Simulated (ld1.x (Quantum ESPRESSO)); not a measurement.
**Logarithmic derivatives: tin (Sn), ultrasoft**

ld1.x (Quantum ESPRESSO) 7.5 input, shortened:

```
&input
   title='Sn', zed=50., rel=1, dft='BLYP', iswitch=3,
   config='[Kr] 4d10 5s2 5p1'
 /
 &inputp
   pseudotype=3, tm=.true., lloc=-2, rcloc=1.50,
   nlcc=.true., rcore=0.90,
   which_augfun='PSQ', rmatch_augfun=1.30
 /
6
5S  1  0   2.00   0.00  2.00  2.10  0.0
5S  1  0   0.00  -0.80  2.00  2.10  0.0
4P  2  1   6.00   0.00  1.40  1.55  0.0
5P  3  1   1.00   0.00  1.40  1.55  0.0
4D  3  2  10.00   0.00  1.40  1.55  0.0
4D  3  2   0.00  -1.95  1.40  1.55  0.0
 &test
   configts(1)='4p6 4d10 5s2 5p1'
 /
```

The phase is arctan(r·u′/u) with u = r·R(r), unwrapped; energies in Ry, scanned from -9 to 5 Ry. A pole is an energy at which the radial function vanishes at the test radius. The pseudo phase is shifted by a multiple of π to meet the all-electron one at the reference energy, and phase errors are pseudo minus all-electron; the curves can meet again beyond the range given. Levels narrower than the energy grid can be missing from the lists of poles.

```csv
channel,radius (bohr),reference energy (Ry),"poles, all-electron","poles, pseudo",unbroken range about the reference energy with phases within 0.05 rad,phase error 1 Ry above the reference energy (rad)
s,2.30,-1.31,1.15,"1.13, 2.47",below 2.2,-0.000
p,2.30,-0.75,"-7.13, 2.70","-7.13, 2.68",the whole range,-0.000
d,2.30,-2.47,-2.29,-2.29,the whole range,-0.000
```

Phases in the d channel:

```csv
E (Ry),all-electron,pseudo
-9.00,1.419,1.419
-8.76,1.416,1.416
-8.52,1.414,1.414
-8.28,1.411,1.411
-8.04,1.409,1.409
-7.80,1.406,1.406
-7.56,1.403,1.403
-7.32,1.400,1.400
-7.08,1.396,1.396
-6.84,1.393,1.393
-6.60,1.389,1.389
-6.36,1.385,1.385
-6.12,1.380,1.380
-5.88,1.375,1.375
-5.64,1.370,1.370
-5.40,1.364,1.364
-5.16,1.357,1.357
-4.92,1.350,1.350
-4.68,1.342,1.342
-4.44,1.332,1.332
-4.20,1.321,1.321
-3.96,1.306,1.306
-3.72,1.288,1.288
-3.48,1.263,1.263
-3.24,1.222,1.222
-3.00,1.143,1.143
-2.76,0.879,0.878
-2.52,-1.000,-1.000
-2.28,-1.582,-1.582
-2.04,-1.700,-1.700
-1.80,-1.756,-1.756
-1.56,-1.794,-1.794
-1.32,-1.826,-1.826
-1.08,-1.857,-1.857
-0.84,-1.888,-1.888
-0.60,-1.923,-1.923
-0.36,-1.963,-1.963
-0.12,-2.012,-2.012
0.12,-2.073,-2.074
0.36,-2.154,-2.155
0.60,-2.264,-2.266
0.84,-2.422,-2.424
1.08,-2.653,-2.657
1.32,-2.978,-2.984
1.56,-3.368,-3.374
1.80,-3.724,-3.730
2.04,-3.987,-3.992
2.28,-4.167,-4.171
2.52,-4.292,-4.294
2.76,-4.380,-4.383
3.00,-4.447,-4.448
3.24,-4.498,-4.499
3.48,-4.538,-4.540
3.72,-4.572,-4.573
3.96,-4.600,-4.601
4.20,-4.624,-4.624
4.44,-4.645,-4.645
4.68,-4.663,-4.664
4.92,-4.680,-4.681
```
